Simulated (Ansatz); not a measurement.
`CC(C)[NH][Hf]([F])([F])[NH]C(C)C`, relaxed with RKS PBE0-D4/def2-TZVP in Ansatz 0.2.0 from a GFN2-xTB geometry. The force threshold is 0.005 eV/Å; the program also tests the step.

Total charge 0; spin multiplicity 1. Hf takes the def2 core potential.

Start:

```xyz
27

C     2.202   -0.351   -1.830
C     0.943   -1.121   -2.300
C     0.947   -1.254   -3.827
N    -0.273   -0.471   -1.826
Hf    0.124   -0.005    0.064
F     0.937   -1.496    0.866
F     1.046    1.632    0.096
N    -1.649    0.288    0.911
C    -1.348    1.081    2.097
C    -2.550    1.148    3.045
C    -0.112    0.517    2.842
H     3.105   -0.783   -2.262
H     2.132    0.695   -2.145
H     2.287   -0.392   -0.733
H     0.961   -2.132   -1.859
H     0.987   -0.268   -4.288
H     1.803   -1.833   -4.164
H     0.037   -1.751   -4.152
H    -0.415    0.372   -2.399
H    -2.069   -0.595    1.229
H    -1.117    2.103    1.751
H    -2.353    1.823    3.873
H    -2.769    0.159    3.443
H    -3.423    1.503    2.503
H    -0.277   -0.539    3.079
H     0.060    1.058    3.773
H     0.786    0.610    2.213
```

| step | energy (eV) | largest force (eV/Å) | largest move (Å) |
| --- | --- | --- | --- |
| 1 | -16199.1703 | 1.335 | 0.000 |
| 2 | -16199.6981 | 0.523 | 0.195 |
| 3 | -16199.9471 | 0.572 | 0.193 |
| 4 | -16200.1074 | 0.636 | 0.200 |
| 5 | -16200.1765 | 1.237 | 0.194 |
| 6 | -16200.2936 | 0.338 | 0.200 |
| 7 | -16200.3301 | 0.251 | 0.200 |
| 8 | -16200.3498 | 0.658 | 0.200 |
| 9 | -16200.3803 | 0.331 | 0.055 |
| 10 | -16200.4078 | 0.177 | 0.193 |
| 11 | -16200.4386 | 0.395 | 0.194 |
| 12 | -16200.4638 | 0.460 | 0.195 |
| 13 | -16200.4806 | 0.267 | 0.121 |
| 14 | -16200.4950 | 0.100 | 0.115 |
| 15 | -16200.5017 | 0.059 | 0.112 |
| 16 | -16200.5046 | 0.054 | 0.107 |
| 17 | -16200.5060 | 0.055 | 0.060 |
| 18 | -16200.5070 | 0.053 | 0.050 |
| 19 | -16200.5079 | 0.054 | 0.060 |
| 20 | -16200.5085 | 0.048 | 0.042 |
| 21 | -16200.5090 | 0.048 | 0.050 |
| 22 | -16200.5092 | 0.041 | 0.025 |
| 23 | -16200.5092 | 0.021 | 0.009 |
| 24 | -16200.5093 | 0.002 | 0.002 |

End:

```xyz
27

C     2.368   -1.268   -2.021
C     0.960   -1.301   -2.593
C     0.890   -0.563   -3.921
N     0.037   -0.735   -1.620
Hf    0.443    0.034    0.214
F     1.291   -1.281    1.341
F     1.679    1.510    0.092
N    -1.330    0.636    0.996
C    -1.590    1.253    2.290
C    -2.574    0.432    3.109
C    -0.274    1.429    3.030
H     3.084   -1.710   -2.715
H     2.687   -0.235   -1.838
H     2.432   -1.831   -1.084
H     0.698   -2.354   -2.773
H     1.178    0.484   -3.787
H     1.558   -1.016   -4.658
H    -0.124   -0.586   -4.329
H    -0.910   -0.725   -1.982
H    -2.193    0.487    0.486
H    -2.023    2.252    2.135
H    -2.794    0.919    4.062
H    -2.163   -0.560    3.312
H    -3.519    0.304    2.573
H     0.193    0.457    3.226
H    -0.430    1.915    3.995
H     0.424    2.052    2.461
```

Hardware: 11 threads of an AMD EPYC 7R13 on a shared host and a whole NVIDIA H100 80 GB. Wall time 32 s, peak host memory 1.2 GiB.
